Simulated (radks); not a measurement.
Species: the rubidium ion Rb1.8+. Configuration: 1s1.2 2s2 2p6 3s2 3p6 3d10 4s2 4p6 (fractional occupations, a model configuration). Method: Dirac Kohn-Sham, PBEsol, spin-unpolarised, spherical densities, finite nucleus; Fermi nuclear charge, rms radius 4.2036 fm; computed with a radial shooting solver on a logarithmic mesh with Libxc functionals.

Radial electron density D(r) = 4 pi r^2 rho(r):

r (bohr),D(r) (e/bohr)
0.002003,1.240
0.002609,1.972
0.003397,3.092
0.004423,4.765
0.005713,7.090
0.007439,10.38
0.009687,14.62
0.01261,19.61
0.01642,24.72
0.02122,28.78
0.02763,30.95
0.03597,30.86
0.04684,30.42
0.06099,33.50
0.07879,42.21
0.1026,53.18
0.1336,56.16
0.174,46.39
0.2247,34.92
0.2926,34.75
0.381,40.72
0.4961,35.88
0.646,20.85
0.8345,10.21
1.087,7.530
1.415,6.659
1.842,4.001
2.399,1.408
3.099,0.2879
4.035,0.02806
5.254,0.001101

D(r) has 3 maxima, at r = 0.0309, 0.124, 0.400 bohr, and minima at 0.0446, 0.255 bohr, inside which lie 1.04, 10.25 electrons.
